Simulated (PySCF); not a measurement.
F2H4SSi2, SMILES F[SiH](F)S[SiH3].

Geometry optimised at TPSSh-D3(BJ)/def2-SVP. This is a generated structure with no PubChem entry under its InChIKey; it may be hypothetical. The values are those of a single conformer.

Computed with TDA-PBE/def2-SVPD (PySCF).

Vertical excitations. The molecule is in vacuum.

Computed lowest excited states:
| state | energy (eV) | λ (nm) | f | main pairs |
|---|---|---|---|---|
| S1 | 5.58 | 222 | 0.008 | HOMO→LUMO 98 % |
| S2 | 6.10 | 203 | 0.012 | HOMO→LUMO+1 97 % |
| S3 | 6.35 | 195 | 0.007 | HOMO→LUMO+2 86 % |
| S4 | 6.57 | 189 | 0.043 | HOMO→LUMO+3 85 % |
| S5 | 6.91 | 179 | 0.023 | HOMO−1→LUMO 93 % |
| S6 | 7.12 | 174 | 0.003 | HOMO→LUMO+4 94 % |
| S7 | 7.46 | 166 | 0.003 | HOMO→LUMO+6 70 %, HOMO−1→LUMO+1 15 %, HOMO→LUMO+5 11 % |
| S8 | 7.49 | 165 | 0.012 | HOMO→LUMO+5 34 %, HOMO−1→LUMO+1 27 %, HOMO→LUMO+6 24 %, HOMO−2→LUMO 7 % |
| S9 | 7.53 | 165 | 0.040 | HOMO−1→LUMO+2 33 %, HOMO−2→LUMO 32 %, HOMO−1→LUMO+1 20 %, HOMO→LUMO+5 8 % |
| S10 | 7.58 | 164 | 0.001 | HOMO→LUMO+5 30 %, HOMO−1→LUMO+1 28 %, HOMO−1→LUMO+2 21 %, HOMO−2→LUMO 9 % |
| T1 | 5.23 | 237 | 0 | HOMO→LUMO 99 % |
| T2 | 5.89 | 211 | 0 | HOMO→LUMO+1 95 % |
| T3 | 5.98 | 207 | 0 | HOMO→LUMO+2 94 % |
| T4 | 6.20 | 200 | 0 | HOMO→LUMO+3 94 % |
Triplets are in the Tamm–Dancoff approximation.
